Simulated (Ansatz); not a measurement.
Geometry optimisation of C₂H₄ClGaO, SMILES `O/C=[C](/Cl)[GaH2]`.

```yaml
crystal:
  periodic: [false, false, false]
  atoms:
    - {symbol: O, position_ang: [-0.309910, 1.132080, 0.465690]}
    - {symbol: C, position_ang: [0.422230, 0.047120, 1.005900]}
    - {symbol: C, position_ang: [0.593920, -0.934460, 0.124580]}
    - {symbol: Cl, position_ang: [1.530630, -2.309440, 0.539820]}
    - {symbol: Ga, position_ang: [-0.474490, -0.087700, -1.378740]}
    - {symbol: H, position_ang: [-0.767960, 1.617830, 1.162940]}
    - {symbol: H, position_ang: [0.781500, 0.162840, 2.020700]}
    - {symbol: H, position_ang: [-2.006250, -0.367220, -1.450900]}
    - {symbol: H, position_ang: [0.230320, 0.738950, -2.489980]}
basis:
  gaussian: {orbitals: def2-TZVP}
hamiltonian: {xc: pbe0, dispersion: d4}
relax: {f_tol: 0.005, max_steps: 150}
```

```sh
$ ansatz run in.yaml --threads 4 --pin off --events-out ev --progress --plain --max-ram 10444MiB
```

Shortened log:

```
Functional definition: PBE0
mean field -69071.71819907 eV, -2538.3388253237 hartree, gradient 4.0e-5 eV, S^2 0.000000; 0 other end points of the search recorded, 0 dependent functions left out
relax step   1: F+E_penalty+E_count = -69071.91655335 eV  Δ(F+E_penalty+E_count) = +0.000e0 eV  max|allowed force component| = 6.613e-1 eV/Å  Δτ_max = 0.0000 Å  (29 SCF iters, accepted)
mean field -69071.77906606 eV, -2538.3410621444 hartree, gradient 9.0e-6 eV, S^2 0.000000; 0 other end points of the search recorded, 0 dependent functions left out
relax step   2: F+E_penalty+E_count = -69071.97800772 eV  Δ(F+E_penalty+E_count) = -6.145e-2 eV  max|allowed force component| = 4.760e-1 eV/Å  Δτ_max = 0.0796 Å  (32 SCF iters, accepted)
mean field -69071.81216257 eV, -2538.3422784187 hartree, gradient 1.7e-5 eV, S^2 0.000000; 0 other end points of the search recorded, 0 dependent functions left out
relax step   3: F+E_penalty+E_count = -69072.01132148 eV  Δ(F+E_penalty+E_count) = -3.331e-2 eV  max|allowed force component| = 4.790e-1 eV/Å  Δτ_max = 0.0973 Å  (32 SCF iters, accepted)
mean field -69071.82318512 eV, -2538.3426834899 hartree, gradient 8.2e-6 eV, S^2 0.000000; 0 other end points of the search recorded, 0 dependent functions left out
relax step   4: F+E_penalty+E_count = -69072.02206301 eV  Δ(F+E_penalty+E_count) = -1.074e-2 eV  max|allowed force component| = 4.407e-1 eV/Å  Δτ_max = 0.0613 Å  (31 SCF iters, accepted)
mean field -69071.83209733 eV, -2538.3430110077 hartree, gradient 2.6e-5 eV, S^2 0.000000; 0 other end points of the search recorded, 0 dependent functions left out
relax step   5: F+E_penalty+E_count = -69072.03088805 eV  Δ(F+E_penalty+E_count) = -8.825e-3 eV  max|allowed force component| = 2.029e-1 eV/Å  Δτ_max = 0.0330 Å  (32 SCF iters, accepted)
mean field -69071.83494603 eV, -2538.3431156953 hartree, gradient 2.6e-5 eV, S^2 0.000000; 0 other end points of the search recorded, 0 dependent functions left out
relax step   6: F+E_penalty+E_count = -69072.03381549 eV  Δ(F+E_penalty+E_count) = -2.927e-3 eV  max|allowed force component| = 6.440e-2 eV/Å  Δτ_max = 0.0301 Å  (32 SCF iters, accepted)
mean field -69071.83599788 eV, -2538.3431543501 hartree, gradient 2.6e-5 eV, S^2 0.000000; 0 other end points of the search recorded, 0 dependent functions left out
relax step   7: F+E_penalty+E_count = -69072.03495663 eV  Δ(F+E_penalty+E_count) = -1.141e-3 eV  max|allowed force component| = 2.440e-2 eV/Å  Δτ_max = 0.0317 Å  (32 SCF iters, accepted)
mean field -69071.83622481 eV, -2538.3431626896 hartree, gradient 2.6e-5 eV, S^2 0.000000; 0 other end points of the search recorded, 0 dependent functions left out
relax step   8: F+E_penalty+E_count = -69072.03524069 eV  Δ(F+E_penalty+E_count) = -2.841e-4 eV  max|allowed force component| = 1.834e-2 eV/Å  Δτ_max = 0.0227 Å  (33 SCF iters, accepted)
mean field -69071.83623148 eV, -2538.3431629346 hartree, gradient 2.6e-5 eV, S^2 0.000000; 0 other end points of the search recorded, 0 dependent functions left out
relax step   9: F+E_penalty+E_count = -69072.03526944 eV  Δ(F+E_penalty+E_count) = -2.875e-5 eV  max|allowed force component| = 2.854e-2 eV/Å  Δτ_max = 0.0076 Å  (33 SCF iters, accepted)
mean field -69071.83629054 eV, -2538.3431651053 hartree, gradient 2.6e-5 eV, S^2 0.000000; 0 other end points of the search recorded, 0 dependent functions left out
relax step  10: F+E_penalty+E_count = -69072.03535864 eV  Δ(F+E_penalty+E_count) = -8.919e-5 eV  max|allowed force component| = 2.337e-2 eV/Å  Δτ_max = 0.0060 Å  (34 SCF iters, accepted)
mean field -69071.83631339 eV, -2538.3431659450 hartree, gradient 2.6e-5 eV, S^2 0.000000; 0 other end points of the search recorded, 0 dependent functions left out
relax step  11: F+E_penalty+E_count = -69072.03539411 eV  Δ(F+E_penalty+E_count) = -3.548e-5 eV  max|allowed force component| = 1.484e-2 eV/Å  Δτ_max = 0.0050 Å  (34 SCF iters, accepted)
mean field -69071.83630722 eV, -2538.3431657180 hartree, gradient 2.6e-5 eV, S^2 0.000000; 0 other end points of the search recorded, 0 dependent functions left out
relax step  12: F+E_penalty+E_count = -69072.03541020 eV  Δ(F+E_penalty+E_count) = -1.609e-5 eV  max|allowed force component| = 5.546e-3 eV/Å  Δτ_max = 0.0037 Å  (34 SCF iters, accepted)
mean field -69071.83630304 eV, -2538.3431655646 hartree, gradient 2.6e-5 eV, S^2 0.000000; 0 other end points of the search recorded, 0 dependent functions left out
relax step  13: F+E_penalty+E_count = -69072.03541338 eV  Δ(F+E_penalty+E_count) = -3.175e-6 eV  max|allowed force component| = 3.521e-3 eV/Å  Δτ_max = 0.0008 Å  (34 SCF iters, accepted)
mean field -69071.83630304 eV, -2538.3431655646 hartree, gradient 2.6e-5 eV, S^2 0.000000; 1 other end points of the search recorded, 0 dependent functions left out
Total energy: -69072.03544667 eV, -2538.3504839578 hartree
Atom 0 at    -0.209832     1.233659     0.552638 Å, force     0.000913     0.001428    -0.000615 eV/Å
Atom 1 at     0.461212     0.103295     1.047785 Å, force     0.000122    -0.000495    -0.001881 eV/Å
Atom 2 at     0.560913    -0.857858     0.144093 Å, force     0.000922     0.000258     0.003521 eV/Å
Atom 3 at     1.448856    -2.295877     0.417988 Å, force     0.000925    -0.001458    -0.000086 eV/Å
Atom 4 at    -0.461833    -0.096877    -1.384409 Å, force    -0.000881     0.000441    -0.000809 eV/Å
Atom 5 at    -0.954419     1.462448     1.120425 Å, force    -0.001661     0.000654     0.000829 eV/Å
Atom 6 at     0.859077     0.174578     2.054839 Å, force    -0.000236    -0.000981    -0.000878 eV/Å
Atom 7 at    -2.011480    -0.337102    -1.407092 Å, force    -0.000002     0.000044    -0.000160 eV/Å
Atom 8 at     0.307495     0.613734    -2.546256 Å, force    -0.000102     0.000109     0.000078 eV/Å
Dipole moment:    -0.258969     0.303176     0.392507 e Å
```

It took 88 s on 4 threads of an Arm Neoverse N1 on a shared host, with 0.62 GiB of host memory at the peak.
